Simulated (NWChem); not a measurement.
Species: P₂H₃, doublet; SMILES [PH]P

All runs: NWChem. Pople sets run with spherical d functions. Spin-unrestricted. Medium grid unless said otherwise, to which SCAN and Minnesota functionals are sensitive. Structure relaxed at the PBE-D3(BJ)/def2-SVP, spin-unrestricted level. No stability test was run on the SCF state. Level r2SCAN/6-31G*: single points from the atomic guess with DIIS by default; each run changes one setting, and all converged runs end within 0.3 mHa of each other.

| setting | SCF iterations |
|---|---|
| defaults | 9 |
| level shift of 0.5 Ha throughout | 13 |
| no DIIS, 40 % damping | 16 |
| occupation smearing of 0.005 Ha | 9 |
| DIIS on 3 Fock matrices | 10 |
| DIIS on 20 Fock matrices | 8 |
